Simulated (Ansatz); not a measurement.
Geometry optimisation, RKS PBE0-D4/def2-SVP in Ansatz 0.2.0.

input.yaml

```yaml
crystal:
  periodic: [false, false, false]
  atoms:
    - { symbol: F, position_ang: [0.3947, -2.1457, 1.0158] }
    - { symbol: Sn, position_ang: [0.3524, -0.4153, 0.0418] }
    - { symbol: F, position_ang: [0.4025, -0.7535, -1.882] }
    - { symbol: S, position_ang: [-1.5833, 0.8296, 0.5525] }
    - { symbol: H, position_ang: [1.7543, 0.5199, 0.5077] }
    - { symbol: H, position_ang: [-1.2786, 1.9009, -0.2819] }
basis:
  gaussian: { orbitals: def2-SVP }
hamiltonian:
  xc: pbe0
  dispersion: d4
relax:
  f_tol: 0.015
  max_steps: 40
```

Command:

```bash
$ ansatz run input.yaml --threads 1 --pin off --max-ram 2048MiB --backend cpu --events-out ev --progress --plain --runs-dir out
```

**Question.** Where does it end, and by what steps?

**Answer.** The forces met the threshold. The force dipped under the threshold on the way, but the program's further checks kept it going. After 31 steps the energy has fallen by 0.240 eV; H6 moved furthest, 1.21 Å.

| step | energy less start (eV) | largest force component (eV/Å) | accepted |
| --- | --- | --- | --- |
| 0 | 0.0000 | 1.192 | yes |
| 2 | -0.1772 | 0.563 | yes |
| 4 | -0.1944 | 0.030 | yes |
| 6 | -0.1952 | 0.020 | yes |
| 8 | -0.1787 | 0.747 | no |
| 10 | -0.1960 | 0.063 | yes |
| 12 | -0.1982 | 0.042 | yes |
| 14 | -0.2008 | 0.317 | yes |
| 16 | -0.2070 | 0.891 | no |
| 18 | -0.2242 | 0.413 | yes |
| 20 | -0.2372 | 0.031 | yes |
| 22 | -0.2382 | 0.118 | yes |
| 24 | -0.2391 | 0.044 | yes |
| 26 | -0.2397 | 0.066 | yes |
| 28 | -0.2399 | 0.004 | yes |
| 30 | -0.2399 | 0.051 | no |
| 31 | -0.2400 | 0.014 | yes |

```xyz
6
Properties=species:S:1:pos:R:3
F 0.002 -1.930 0.713
Sn 0.535 -0.178 0.110
F 0.538 -0.415 -1.804
S -1.169 1.410 0.614
H 2.104 0.142 0.678
H -1.968 0.907 -0.357
```

Time of the run: 2 min on 1 CPU thread of a shared host.
